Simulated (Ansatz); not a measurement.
C3H7BS, SMILES `CBC(C)=S`. Charge 0, multiplicity 1.

```xyz
12

C     0.9422    0.3658   -1.6092
B     0.0497    0.8885   -0.4226
C    -0.7262   -0.0573    0.5043
C    -0.5272   -0.8859    1.7000
S    -2.0673    0.1498   -0.3993
H     1.9952    0.4446   -1.3085
H     0.7525   -0.6740   -1.8849
H     0.8332    0.9882   -2.5008
H     0.0681    2.0481   -0.1102
H    -1.4279   -1.4209    2.0029
H    -0.1758   -0.2490    2.5195
H     0.2836   -1.5979    1.5087
```

(1) Give the diagnostics of a CCSD(T)/def2-TZVPP run (frozen core, the Gaussian-basis code of Ansatz). (Estimate.)

Answers

(1) The calculation gave: T1 = 0.0178, largest single amplitude 0.048, largest double 0.082, (T) share of the correlation energy 4.6 %, 11 CCSD cycles. The RHF solution is stable towards an unrestricted one. T1 lies under the customary mark of 0.02 for closed shells.
